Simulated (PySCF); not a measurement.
Molecule: C7H4F4, SMILES Fc1ccc(C(F)(F)F)cc1. Atoms near the plane z = 1.5 Å, at the GFN2-xTB optimised geometry (x, y, z in Å): F1 (-1.4, -2.9, 0.0), C2 (-0.7, -1.7, 0.0), C3 (-1.5, -0.6, 0.0), C4 (-0.8, 0.6, 0.0), C5 (0.6, 0.7, 0.0), C6 (1.3, 2.0, 0.0), F8 (0.7, 2.9, 0.7), F9 (2.6, 1.9, 0.4), C10 (1.3, -0.5, 0.0), C11 (0.6, -1.7, 0.0), H12 (-2.6, -0.6, 0.0), H13 (-1.4, 1.6, 0.0), H14 (2.4, -0.5, 0.0), H15 (1.2, -2.7, 0.0).

Level of theory: PBE0/def2-TZVP (PySCF). The values are rescaled to run from 0 to 1.

```
|..........               |
|..........               |
|..........               |
|..........   ..          |
|..........  .++.         |
|..........  :@@-.        |
|....:::::.. .+*=:.       |
|..::::::::...:-=-:.      |
|..:::::::::.::-=-:..    .|
|.:::::::::::::---:.    ..|
|.:::::::::::::--:..  ....|
|::::::::::::.::::........|
|:::::::::......::::......|
|::::::::::.....:::::::...|
|.::::::::::....::::::::..|
|.:::::::::::....:::::::..|
|...::::::--::::::::::::..|
|........:---:::::::::::..|
|.........::::::::::::::..|
|......   ..::::::::::::..|
|.....     ...:::::::::...|
|.....      ...::::::::...|
|.....      ...:::::::....|
|......    .....:::::.....|
|.........................|
```
Scale: ten equal steps from 0.000 (start of ' ') to 1.00 (end of '@'), in the order ' .:-=+*#%@'; x runs from -5.00 to 5.00, y from -5.00 (bottom) to 5.00 (top).

Question: Which quantity is mapped?
A. electrostatic potential
B. an orbital amplitude
C. Laplacian of the electron density
D. deformation density (molecule minus spherical neutral atoms)

Answer: A, electrostatic potential. In full: electrostatic potential (hartree/e), clipped to [-0.08, 0.12].
